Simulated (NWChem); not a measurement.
System: C$_{2}$H$_{5}$ClOSi; SMILES C=C[SiH](O)Cl

Input file for NWChem:

```
start job
memory heap 200 mb stack 900 mb global 1100 mb
geometry units angstroms noautosym nocenter noautoz
  Si     0.324629    -0.059042     0.490571
  O      1.755647     0.259846    -0.279665
  Cl    -0.514313    -1.823327    -0.216848
  C     -0.911191     1.296848     0.194240
  C     -0.555497     2.463129    -0.357680
  H      0.667657    -0.266949     1.916808
  H      1.734345     0.307646    -1.240569
  H     -1.960192     1.141617     0.477620
  H     -1.275154     3.269922    -0.536378
  H      0.481008     2.662629    -0.653206
end
basis spherical
  Si library 6-31g*
  O library 6-31g*
  Cl library 6-31g*
  C library 6-31g*
  H library 6-31g*
end
dft
  xc hfexch
  iterations 150
end
property
  shielding
end
task dft property
```

The geometry was optimised at PBE0/def2-SVP.

GIAO values for the isolated, static molecule; σ is the absolute isotropic shielding, δ = σ(reference) − σ with the isolated reference molecule computed at the same levels (13C: tetramethylsilane, 1H: tetramethylsilane, 17O: water, 29Si: tetramethylsilane).

Atoms are numbered as in the input.

What results follow from this input? (Hartree-Fock/6-31G* (spherical d), GIAO.) Quantities: δ Si1 (ppm); δ O2 (ppm); δ C4 (ppm); δ C5 (ppm); δ H6 (ppm); δ H8 (ppm); δ H10 (ppm).


```json
{
 "δ Si1 (ppm)": "-4.2",
 "δ O2 (ppm)": "23.8",
 "δ C4 (ppm)": "128.3",
 "δ C5 (ppm)": "137.9",
 "δ H6 (ppm)": "5.18",
 "δ H8 (ppm)": "5.94",
 "δ H10 (ppm)": "6.28"
}
```
